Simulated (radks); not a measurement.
The rhenium ion Re+, [Xe] 4f14 5d5 6s1. Method: non-relativistic Kohn-Sham, r2SCAN, spin-polarised, spherical densities, point nucleus; meta-GGA in the generalised Kohn-Sham scheme; computed with a radial shooting solver on a logarithmic mesh with Libxc functionals. Every spin shell is full or empty, so the densities are truly spherical. Functionals are evaluated on that one density, not self-consistently. Rank these orbital-free kinetic functionals by their error against the exact value of the orbitals, and give that value: Thomas-Fermi, von Weizsacker, TF + vW/9, TF + vW/5, LC94, APBEK, revAPBEK, Perdew 92, Thakkar, LKT, PG1, DePristo-Kress.

Answer. Exact: 15784.5 hartree. From best to worst, with 100 (|E| - |E exact|)/|E exact| (equal figures are ties): LC94 -0.01, APBEK +0.02, revAPBEK +0.17, DePristo-Kress -0.22, Perdew 92 -0.71, TF + vW/9 -0.72, Thakkar -0.78, TF + vW/5 +2.50, Thomas-Fermi -4.74, PG1 +12.72, LKT +16.31, von Weizsacker -63.78.
